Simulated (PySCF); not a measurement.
**Electron correlation in In (indium, neutral)**

[Kr] 4d10 5s1 5p2, high-spin 4P determinant (an excited configuration). Calculation: PySCF 2.14, in x2c-QZVPPall with one added diffuse shell each of s, p, d, f type (14s10p8d5f1g, 128 functions); scalar relativity by spin-free X2C-1e. Frozen: [Ar] 3d10; 21 electrons correlated.

MP2 pair energies summed by pair of shells (mhartree):

| pair | energy | share (%) |
| --- | --- | --- |
| 4d-4d | -330.54 | 52.0 |
| 4p-4d | -128.83 | 20.3 |
| 4p-4p | -43.32 | 6.8 |
| 4d-5p | -34.47 | 5.4 |
| 4s-4d | -31.95 | 5.0 |
| 4d-5s | -27.93 | 4.4 |
| 4s-4p | -18.86 | 3.0 |
| 5p-5p | -4.02 | 0.6 |
| 4s-4s | -3.87 | 0.6 |
| 4p-5s | -3.83 | 0.6 |
| 4p-5p | -3.49 | 0.5 |
| 5s-5p | -3.41 | 0.5 |
| 4s-5s | -0.49 | 0.1 |
| 4s-5p | -0.47 | 0.1 |

Total MP2 correlation energy: -635.45 mhartree.

Same-spin part -226.89 and opposite-spin part -408.57 mhartree; SCS-MP2 scales them by 1/3 and 6/5 to -565.91 mhartree.

This basis was not built for core-valence correlation, so the inner-shell part is incomplete.
